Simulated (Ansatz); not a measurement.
`C[Si](C)(Cl)Cl`, relaxed with RKS PBE-D4/def2-SVP in the Gaussian-basis code of Ansatz from a rough embedded geometry. The force threshold is 0.03 eV/Å; the program also tests the step.

Total charge 0; spin multiplicity 1.

Start:

```xyz
11

C     1.053    0.812    0.797
Si    0.342   -0.409   -0.337
C    -1.466   -0.259   -0.417
Cl    1.069   -0.239   -2.227
Cl    0.862   -2.311    0.210
H     0.766    0.666    1.834
H     2.188    0.680    0.827
H     0.877    1.795    0.496
H    -1.951   -0.448    0.620
H    -1.935   -1.011   -1.072
H    -1.805    0.725   -0.730
```

Problem. By how much does the energy fall, and how many steps does the optimiser take? (Best estimate.)

Solution. Computed: 31.43 kJ/mol, in 5 steps.

Problem. Which bonds change most? (Estimate.)

Solution. The calculation gave: C1–H8 from 1.043 to 1.109 Å; C1–Si2 from 1.812 to 1.870 Å; Si2–Cl4 from 2.032 to 2.089 Å; Si2–C3 from 1.816 to 1.870 Å.

Problem. Give the relaxed structure. (Estimate.)

Solution. The calculation gave: 
```xyz
11

C     1.141    0.810    0.815
Si    0.324   -0.420   -0.333
C    -1.541   -0.292   -0.406
Cl    1.088   -0.143   -2.257
Cl    0.834   -2.348    0.287
H     0.777    0.670    1.854
H     2.241    0.673    0.809
H     0.914    1.847    0.496
H    -1.979   -0.463    0.598
H    -1.955   -1.048   -1.103
H    -1.845    0.714   -0.760
```
